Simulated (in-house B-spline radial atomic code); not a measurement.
Atomic self-consistent-field run: Ni II (Ni+). Computed with a B-spline radial code for spherical atoms: Dirac-Kohn-Sham BLYP, spherical fractional occupations, Fermi nucleus of rms radius 3.7757 fm.

Command:
```bash
python run_scf.py task.json out
```
Settings (nuclear radius in fm, mass in u):
```
Z                28
configuration    [Ar] 3d9
hamiltonian      dirac
method           b88,lyp
spin_polarised   False
nucleus          fermi
rms_radius       3.7757
atomic_mass      57.93534
speed_of_light   137.035999084
```

Output (hartree, bohr):
```
 radial grid: 74 intervals, B-splines of order 8, outer radius 40.5882 bohr

 iter        energy (Eh)    residual
    1       -1517.575029    3.53e-01
    2       -1513.763325    5.00e-01
    3       -1519.593730    1.81e-01
    4       -1520.084655    1.20e-01
    5       -1498.234358    5.39e-01
    6       -1520.583158    3.58e-02
    7       -1520.610717    4.04e-02
    8       -1520.679874    9.77e-03
    9       -1520.684364    1.17e-04
   10       -1520.684364    5.79e-05
   11       -1520.684364    5.59e-07
   12       -1520.684364    1.03e-08

 total energy                     -1520.68436
 kinetic                            1545.3107
 electron-nucleus                  -3649.4448
 Hartree                             647.1403
 exchange-correlation                -63.6906

 first-order corrections (not in the total)
   Gaunt                             0.6623
   retardation                      -0.0598
   frequency dependence             -0.0018
   self-energy                       0.4412
   Uehling                          -0.0389
   Wichmann-Kroll                    0.0003
   recoil                            0.0109

 orbital      occ     eigenvalue          <r>       <r^2>       <1/r>     <1/r^2>       r_max    small
 1s1/2      2.000      -301.9393    0.0540842  0.00393455     28.0946     1623.07     0.03539  1.02e-02
 2s1/2      2.000       -36.1739     0.244744   0.0707581     6.09732     158.343      0.2046  1.91e-03
 2p1/2      2.000       -31.5776     0.213043    0.055818     6.05131     51.5229      0.1629  1.89e-03
 2p3/2      4.000       -30.9342     0.216271   0.0573891     5.92565     48.1708      0.1656  1.86e-03
 3s1/2      2.000        -4.1963     0.743615    0.639942     1.91545     23.8495      0.6403  4.17e-04
 3p1/2      2.000        -2.8017     0.777983    0.716896     1.78092        7.27       0.643  3.71e-04
 3p3/2      4.000        -2.7215     0.788546    0.736567     1.75067     6.79625      0.6508  3.63e-04
 3d3/2      3.600        -0.4835      1.07063     1.58167     1.31181     2.44007      0.6353  2.25e-04
 3d5/2      5.400        -0.4753       1.0802     1.61235     1.30195     2.40402      0.6384  2.22e-04
```


For the Dirac Hamiltonian the kinetic term is c α·p + (β - 1)c².
